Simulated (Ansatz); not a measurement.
Spectroscopic constants of WSe, multiplicity 7 (lowest of 2S+1 = 1, 3, 5, 7, 9 at CCSD(T)/def2-TZVPP on PBE0 minima; our sources give no spin for the ground state, which may be another). No spin–orbit coupling. Se is treated without relativity.

Constants: fifth-degree fit in 1/R to seven points, most abundant isotopes. In def2 and cc sets the state is the lowest found near the PBE0 minimum, followed along R.

Run with Ansatz (an electronic-structure program).  In def2 rows elements past Kr take small-core potentials, without spin–orbit coupling.

Energies at PBE/def2-TZVPP:

```
R (Å)        E (hartree)
--------  --------------
2.335180  -2468.18289574
2.397954  -2468.18802593
2.455706  -2468.19054158
2.520990  -2468.19137957
2.586275  -2468.19056000
2.661603  -2468.18806476
2.749486  -2468.18365751
```

Problem. With a reduced mass of 55.7125 u, find the minimum, the force constant and the constants.

Solution. A fifth-degree polynomial in 1/R puts the minimum at r_e = 2.5185 Å with force constant 171 N/m. Then ω_e = (1/2πc)√(k/μ) = 228 cm⁻¹ and B_e = h/(8π²cμr_e²) = 0.04771 cm⁻¹; the cubic and quartic terms give α_e = 0.00014 and ω_e x_e = 0.52 cm⁻¹.
